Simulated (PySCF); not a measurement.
(E)-2-chlorobut-2-ene (C4H7Cl), SMILES C/C=C(\C)Cl. Atoms are numbered in the order given.

```xyz
12

C      0.3590    -2.4282     0.0000
C      0.7065    -0.9703     0.0000
C     -0.1641     0.0613     0.0000
C     -1.6606     0.0232     0.0000
Cl     0.4764     1.7068     0.0000
H      0.7896    -2.9384     0.8887
H     -0.7316    -2.6155     0.0000
H      0.7896    -2.9384    -0.8887
H      1.7796    -0.7167     0.0000
H     -2.0649     0.5467     0.8912
H     -2.0649     0.5467    -0.8912
H     -2.0410    -1.0156     0.0000
```
Charge 0, spin multiplicity 1.

Geometry optimised at PBE-D3(BJ)/def2-SVP.

These are PBE-D3(BJ)/def2-SVP run with PySCF values and carry that method's errors.

Frequencies are harmonic and unscaled.

Computed harmonic wavenumbers and intensities:
```csv
mode,ν (cm⁻¹),IR (km/mol),moving atoms (share of kinetic energy)
1,136,1.2,H 97 %
2,176,0.5,"H 88 %, C 11 %"
3,226,0.5,"C 51 %, H 40 %, Cl 9 %"
4,259,0.3,"C 61 %, H 26 %, Cl 13 %"
5,339,0.8,"C 54 %, H 28 %, Cl 18 %"
6,431,8.2,"C 42 %, Cl 41 %, H 17 %"
7,436,3.4,"C 66 %, H 33 %"
8,672,17.6,"C 60 %, H 27 %, Cl 13 %"
9,813,17.2,"H 84 %, C 16 %"
10,894,12.9,"H 52 %, C 46 %"
11,979,11.5,"H 54 %, C 45 %"
12,1003,0.1,"H 64 %, C 36 %"
13,1011,0.0,"H 67 %, C 33 %"
14,1049,52.0,"C 57 %, H 42 %"
15,1121,20.2,"C 60 %, H 40 %"
16,1280,1.1,"H 78 %, C 22 %"
17,1344,1.0,"H 77 %, C 23 %"
18,1349,11.2,"H 64 %, C 36 %"
19,1390,8.0,H 97 %
20,1400,8.7,H 97 %
21,1401,4.1,H 96 %
22,1411,7.3,H 94 %
23,1692,14.7,C 95 %
24,2959,27.7,H 97 %
25,2972,13.2,H 97 %
26,3022,10.6,"H 91 %, C 9 %"
27,3046,5.6,"H 91 %, C 9 %"
28,3073,9.8,"H 91 %, C 9 %"
29,3085,10.1,"H 91 %, C 9 %"
30,3103,7.7,"H 92 %, C 8 %"
```
